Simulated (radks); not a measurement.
The numbers below are computed, except where a source is named.
Xe39+, 15 electrons, occupied as [Ne] 3s2 3p3. Code: a radial shooting solver on a logarithmic mesh with Libxc functionals. Model: Dirac Kohn-Sham, PBE, spin-unpolarised, spherical densities, point nucleus; open shells are shared between the two j in proportion to 2j + 1.

Spin-orbit splittings of the eigenvalues, e(l+1/2) - e(l-1/2), with zeta = 2 splitting/(2l+1) and mean radii in bohr:

| shell | occ. | splitting (eV) | zeta (eV) | <r> j=l-1/2 | <r> j=l+1/2 |
|---|---|---|---|---|---|
| 2p | 6 | ? | ? | 0.09483 | 0.1004 |
| 3p | 3 | 82.91 | 55.28 | 0.2615 | 0.2699 |

Estimate the 2p splitting.

Answer. 333.3 eV (zeta = 222.2 eV).
